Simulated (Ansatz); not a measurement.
Basis-set extrapolation for Cl₃Si+, SMILES `Cl[Si+](Cl)Cl` (PBE0-D4/def2-TZVP geometry, frozen core, Ansatz 0.2.0). Multiplicity 1, RHF reference.

|  | def2-TZVPP | def2-QZVPP |
| --- | --- | --- |
| HF | -1667.324680 | -1667.372064 |
| MP2 correlation | -0.652070 | -0.717384 |
| CCSD(T) correlation | -0.731130 | not run |

Energies in hartree. Use E(X) = E(∞) + A·exp(−7.88·√X) for Hartree–Fock and E(X) = E(∞) + B·X^(−2.97) for correlation, with X = 3 and 4, and add CCSD(T) minus MP2 of the smaller set to the MP2 limit.

Q: What is the CCSD(T) energy at the basis-set limit?

A: HF limit: -1667.372064 + (-0.047384) × 0.13774 = -1667.37859. MP2 limit: -0.717384 + (-0.065314) × 0.74074 = -0.76576. Higher-order term: -0.731130 − (-0.652070) = -0.07906. Total: -1668.22341 hartree, 440.0 kJ/mol below CCSD(T)/def2-TZVPP.
